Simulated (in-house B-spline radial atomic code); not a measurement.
Radial electron density of C⁺, [He] 2s2 2p1. Level of theory: scalar-relativistic (X2C) revTPSS, spin-polarised, spherical fractional occupations, Fermi nucleus of rms radius 2.4702 fm; calculated with a B-spline radial code for spherical atoms.

Columns: r (bohr), 4πr²n(r) (electrons per bohr), bar.

```
 0.00997   0.1456 #
  0.0117   0.1959 #
  0.0136   0.2583 ##
  0.0159   0.3428 ##
  0.0186   0.4535 ###
  0.0218   0.5986 ####
  0.0255   0.7826 #####
  0.0298    1.014 #######
  0.0349    1.307 #########
  0.0408    1.664 ############
  0.0477    2.093 ###############
  0.0558    2.598 ##################
  0.0652    3.171 ######################
  0.0763    3.804 ###########################
  0.0892    4.461 ###############################
   0.104    5.091 ####################################
   0.122    5.668 ########################################
   0.143    6.089 ###########################################
   0.167    6.278 ############################################
   0.195    6.187 ###########################################
   0.228    5.784 #########################################
   0.267    5.083 ####################################
   0.312    4.185 #############################
   0.365    3.213 #######################
   0.427     2.34 ################
   0.499    1.715 ############
   0.584     1.41 ##########
   0.683    1.422 ##########
   0.798    1.645 ############
   0.933    1.918 #############
    1.09    2.083 ###############
    1.28    2.043 ##############
    1.49      1.8 #############
    1.75    1.379 ##########
    2.04    0.927 ######
    2.39   0.5237 ####
    2.79   0.2537 ##
    3.27   0.1009 #
    3.82  0.03365 
    4.47 0.008822 
    5.22 0.001827
```

On this grid the curve has 2 maxima, near 0.167, 1.09 bohr.

The 2s down radial function P(r) = rR(r), positive near the nucleus:

```
r (bohr)         P
 0.00333   0.02151
 0.00456   0.02916
 0.00623   0.03933
 0.00853   0.05297
  0.0117   0.07112
  0.0159   0.09404
  0.0218    0.1242
  0.0298    0.1614
  0.0408    0.2062
  0.0558    0.2564
  0.0763     0.307
   0.104    0.3478
   0.143    0.3631
   0.195     0.329
   0.267    0.2197
   0.365   0.02034
   0.499   -0.2572
   0.683   -0.5597
   0.933   -0.7914
    1.28   -0.8452
    1.75   -0.6943
    2.39   -0.4167
    3.27   -0.1729
    4.47  -0.04498
```
